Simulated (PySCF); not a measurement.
C2H5AlClN.
Cartesian coordinates in Å at the PBE0-D3(BJ)/def2-SVP level; atoms count from 1:
```
atom  x, y, z in Å
C1    -1.1239    0.5103    0.6922
C2     0.2983    0.3574    0.4884
N3     1.4313    0.2348    0.3264
Al4    3.4313    0.0062    0.0455
Cl5    4.0892    0.0919    2.0873
H6    -1.3096    0.9448    1.6850
H7    -1.5394    1.1759   -0.0780
H8    -1.6156   -0.4713    0.6282
H9     3.4415   -1.4469   -0.6068
H10    3.7277    1.3062   -0.8262
```

Method: PBE0-D3(BJ)/def2-SVP geometry optimisation, gas phase (PySCF).

Question: Which atoms are bound to Al4, and at what distances?

Answer: 4 atoms: H9 1.593 Å, H10 1.593 Å, N3 2.033 Å, Cl5 2.147 Å. The nearest atom not counted as bound is C2, at 3.18 Å.

Question: List the angles at Al4.

Answer: 
```tsv
angle	degrees	distance of the outer atoms (Å)
H9–Al4–H10	121.3	2.78
Cl5–Al4–H10	115.5	3.18
Cl5–Al4–H9	115.1	3.17
N3–Al4–H10	99.6	2.78
N3–Al4–Cl5	99.5	3.19
N3–Al4–H9	99.5	2.78
```

Question: What is the shape at Al4?

Answer: Distorted tetrahedral: angles from 99.5° to 121.3°; τ4 = (360° − α − β)/141° = 0.87 with α and β the two widest (0 for a square, 1 for a tetrahedron).

Question: What are the other bond lengths?

Answer: C1–C2 1.445 Å; C2≡N3 1.151 Å; C1–H6, C1–H7, C1–H8 1.100 Å.

Question: Give some angles away from the centre.

Answer: C1–C2–N3 180.0°, C2–N3–Al4 179.6°.

Question: What are the rotational constants (commonest isotopes, rigid rotor)?

Answer: A = 6882, B = 1215, C = 1056 MHz: a near-prolate asymmetric top.

Charge 0, singlet. No frequency check.
